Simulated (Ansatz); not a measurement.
Computed with Ansatz on PBE0-D4/def2-TZVP structures; ΔE is electronic, products minus reactants. CCSD(T)/CBS adds triple-zeta CCSD(T) − MP2 to the extrapolated MP2 energy (def2 sets, frozen cores). Functionals use def2-TZVPP. For Br outer-core shells are correlated without core-valence functions, which leaves a few kJ/mol of doubt a bond. Scalar relativity is left out up to krypton. Each species was taken in one conformer, which may not be the lowest.

Reaction (ligand exchange at the Si–O bond): `CO[SiH](Br)O[SiH3]` + `N[SiH](N)O` → `N[SiH](N)O[SiH3]` + `CO[SiH](O)Br`

```csv
level,ΔE (kJ/mol)
r2SCAN-D4,-2.9
HF/def2-TZVPP,-1.0
```

Task: What does CCSD(T)/CBS give? (Estimate.)

Result: The calculation gave: -0.5 kJ/mol. The listed levels differ from it by -2.4, -0.5 kJ/mol.

Largest T1 diagnostic among the species: 0.011.
